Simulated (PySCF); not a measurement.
Sn³⁺ (tin, charge +3) across methods

[Kr] 4d10 5s1, 2S determinant. Computed with PySCF 2.14 in dyall-av2z, with the non-relativistic Hamiltonian (point nucleus).

```json
{"method": "UHF", "E (hartree)": "-6021.16252", "mean ε 4d α (eV)": "-66.044", "mean ε 4d β (eV)": "-65.825", "mean ε 5s α (eV)": "-37.980", "Σ⟨r²⟩ (bohr²)": "28.61", "⟨S²⟩": "0.750"}
{"method": "M06-2X", "E (hartree)": "-6023.93", "mean ε 4d α (eV)": "-61.777", "mean ε 4d β (eV)": "-61.593", "mean ε 5s α (eV)": "-36.703", "Σ⟨r²⟩ (bohr²)": "28.53", "⟨S²⟩": "0.750"}
{"method": "PBE", "E (hartree)": "-6022.99", "mean ε 4d α (eV)": "-56.221", "mean ε 4d β (eV)": "-55.943", "mean ε 5s α (eV)": "-35.101", "Σ⟨r²⟩ (bohr²)": "28.50", "⟨S²⟩": "0.750"}
{"method": "r2SCAN", "E (hartree)": "-6023.54", "mean ε 4d α (eV)": "-56.919", "mean ε 4d β (eV)": "-56.620", "mean ε 5s α (eV)": "-35.267", "Σ⟨r²⟩ (bohr²)": "28.44", "⟨S²⟩": "0.751"}
{"method": "PBE0", "E (hartree)": "-6023.17", "mean ε 4d α (eV)": "-59.006", "mean ε 4d β (eV)": "-58.745", "mean ε 5s α (eV)": "-35.989", "Σ⟨r²⟩ (bohr²)": "28.47", "⟨S²⟩": "0.750"}
{"method": "TPSS", "E (hartree)": "-6023.23", "mean ε 4d α (eV)": "-56.279", "mean ε 4d β (eV)": "-55.988", "mean ε 5s α (eV)": "-34.874", "Σ⟨r²⟩ (bohr²)": "28.49", "⟨S²⟩": "0.750"}
{"method": "LDA", "E (hartree)": "-6018.06", "mean ε 4d α (eV)": "-56.422", "mean ε 4d β (eV)": "-56.172", "mean ε 5s α (eV)": "-35.540", "Σ⟨r²⟩ (bohr²)": "28.49", "⟨S²⟩": "0.750"}
```

Q: Estimate the same row for B97-3.

A: E (hartree) = -6023.21; mean ε 4d α (eV) = -59.108; mean ε 4d β (eV) = -58.902; mean ε 5s α (eV) = -35.828; Σ⟨r²⟩ (bohr²) = 28.44; ⟨S²⟩ = 0.750.

A non-relativistic calculation at this Z misses sizeable relativistic shifts.
